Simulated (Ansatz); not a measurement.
`[BH2][GeH2][SiH2]C` and `C[SiH2][GeH2][Cl]` differ in one atom or group.

Ansatz, PBE0-D4/def2-TZVP geometries, multiplicity 1. Each molecule was computed in one conformer, which needn't be the lowest.

Scalar relativity is left out up to krypton.

| property | `[BH2][GeH2][SiH2]C` |
| --- | --- |
| HOMO–LUMO gap (B3LYP/def2-TZVPP) / eV | 4.89 |
| HOMO–LUMO gap (ωB97M-V/def2-TZVPP) / eV | 9.16 |
| LUMO energy (ωB97M-V/def2-TZVPP) / eV | -0.43 |
| HOMO–LUMO gap (PBE/def2-TZVPP) / eV | 3.32 |
| LUMO energy (PBE/def2-TZVPP) / eV | -3.25 |
| size of the dipole moment (ωB97M-V/def2-TZVPP) / D | 0.93 |

Give the same properties after the change, and the shifts. (Estimate.)

Ansatz gave: 
```
                                          property  `C[SiH2][GeH2][Cl]`  shift
             HOMO–LUMO gap (B3LYP/def2-TZVPP) / eV                 6.90   2.01
           HOMO–LUMO gap (ωB97M-V/def2-TZVPP) / eV                11.19   2.03
             LUMO energy (ωB97M-V/def2-TZVPP) / eV                 1.22   1.65
               HOMO–LUMO gap (PBE/def2-TZVPP) / eV                 5.29   1.97
                 LUMO energy (PBE/def2-TZVPP) / eV                -1.43   1.82
size of the dipole moment (ωB97M-V/def2-TZVPP) / D                 2.31   1.38
```

With PBE0 the HOMO falls by 0.31 eV and the LUMO rises by 1.73 eV, so the gap widens by about 2.04 eV. PBE moves the HOMO by -0.16 eV and ωB97M-V by -0.37 eV. The zero-point energy changes by -48.0 kJ/mol with -6 modes. Dipoles are sizes alone; their direction can turn.

Positive LUMOs are unbound, so they and the gaps depend on the basis.

B3LYP here is the variant with VWN-RPA as its local correlation; programs differ in this.
